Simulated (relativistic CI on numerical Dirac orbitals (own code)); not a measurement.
Hyperfine structure of Pd²⁰⁺, mass number 105

Computed by Dirac-Coulomb-Breit CI, KLI orbitals optimised for each configuration, a model potential for QED, unscaled Slater integrals (own radial code, finite nucleus).

CI space (outside the closed core [Ne]): 3s²3p⁶3d⁸, 3s²3p⁵3d⁹, 3s²3p⁴3d¹⁰, 3s3p⁶3d⁹, 3p⁶3d¹⁰, 3s3p⁵3d¹⁰, 3s²3p⁶3d⁷4s, 3s²3p⁶3d⁷4p, 3s²3p⁶3d⁷4d, 3s²3p⁶3d⁷4f, 3s²3p⁶3d⁶4s², 3s²3p⁵3d⁸4s, 3s²3p⁴3d⁹4s, 3s²3p⁶3d⁶4s4p, 3s²3p⁴3d⁹4p, 3s²3p⁵3d⁸4p. Levels of other configurations are missing.

Nuclear spin I = 5/2, μ = -0.642 μN, Q = 0.66 b (tables of Stone and Pyykkö). The electronic factors are computed for point nuclear moments, without core polarisation or the Bohr-Weisskopf and QED corrections.

```
         Level  E (cm⁻¹)  A (MHz)  B (MHz)
 3s²3p⁶3d⁸ ³F4         0    -1564    -4340
 3s²3p⁶3d⁸ ³F3     41258    -2206    -2920
 3s²3p⁶3d⁸ ³P2     74019    -2111      243
 3s²3p⁶3d⁸ ³P1     97834    111.8    -2860
 3s²3p⁶3d⁸ ¹G4    111989    -2392   -16000
 3s²3p⁶3d⁸ ¹D2    115064    -3101     3610
3s²3p⁵3d⁹ ³F°4   1494092    -3916   -46500
3s²3p⁵3d⁹ ¹D°2   1524317    -3050    22800
```

Levels with J = 0, under 50 % of one LS term, or S terms without an open s electron are left out. Small factors come from cancelling terms and can be off by tens of per cent or more.

At this charge energies of transitions that change n are usually good to better than 1 %, and those within a shell (Δn = 0) to a few per cent. Terms inside the open d or f shell come out 10 to 20 % too wide with unscaled integrals.

(1) Give the hyperfine levels of 3s²3p⁶3d⁸ ³F4 relative to its centre of gravity.

## Answers

(1) With K = F(F + 1) − I(I + 1) − J(J + 1), E = AK/2 + B[¾K(K + 1) − I(I + 1)J(J + 1)]/[2I(2I − 1)J(2J − 1)]: F = 3/2: 17420, F = 5/2: 14790, F = 7/2: 10620, F = 9/2: 4415, F = 11/2: -4444, F = 13/2: -16730 MHz.

LS names give the leading component of a level, which can be under half, so a name can repeat, a term be missing and a line seem to break the LS rules.
